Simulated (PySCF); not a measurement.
A species of formula CH8InN has this rotational fingerprint, computed with PySCF 2.14.0, PBE0-D3(BJ)/def2-SVP geometry optimisation, gas phase, def2 core potentials past Kr:

```
Rotational constants : A = 19593, B = 2446, C = 2324 MHz
Dipole components    : |μa| = 4.72 D, |μb| = 1.31 D, |μc| = 0.00 D
Inertial defect      : -14.90 u·Å²
κ                    : -0.99
```

Task: Which structure is it? (One computed conformer of each.)
A. `[H][In]([H])([H])<-[NH2]C`
B. `[InH2-]([CH3])[NH3+]`

Result: A. It is [H][In]([H])([H])<-[NH2]C, a near-prolate asymmetric top, point group Cs. The candidates at the same level (rigid rotor, commonest isotopes):

```csv
SMILES,A (MHz),B (MHz),C (MHz),μa (D),μb (D),μc (D),Δ (u·Å²),point group,rotor
[H][In]([H])([H])<-[NH2]C,19593,2446,2324,4.72,1.31,0.00,-14.90,Cs,near-prolate asymmetric top
[CH3][InH2-][NH3+],7070,4449,2973,4.16,2.47,0.01,-15.11,near Cs,asymmetric top
```

`[CH3][InH2-][NH3+]` has B 82 % too high. In the right answer the mirror of this Cs structure is the ab plane, so μc vanishes by symmetry. No structure here is proved a minimum.
